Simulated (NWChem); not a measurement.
## Spin states of Ge (+1)

```xyz
1

Ge     0.0000     0.0000     0.0000
```
Charge +1, spin multiplicity 2.

The numbers come from NWChem runs, not from measurements.

Basis set: def2-TZVP. The gap is E(quartet) − E(doublet), so a negative value puts the higher spin lower. Open shells are unrestricted. The quartet is the single determinant that the SCF runs reached, with unpaired electrons in orbitals of symmetry ag and b2u and b3u (D2h labels); it need not be the lowest quartet, which in molecules with degenerate π orbitals can need several determinants. Where the lowest doublet needs several determinants, the single determinant used here isn't a pure state and places it wrongly.

The Hamiltonian is non-relativistic. The correlated methods keep 9 core orbitals frozen. B3LYP has NWChem's definition, with VWN1-RPA local correlation. The stability of the SCF solutions was not checked. Open-shell Hartree-Fock references start from PBE0 orbitals.

Task: Order these methods by the vertical doublet-quartet gap they give, lowest first: PBE, B3LYP, TPSS, HF, B2PLYP.

Result: HF (105.2 kcal/mol), TPSS (143.0 kcal/mol), B2PLYP (144.4 kcal/mol), PBE (149.1 kcal/mol), B3LYP (152.5 kcal/mol)
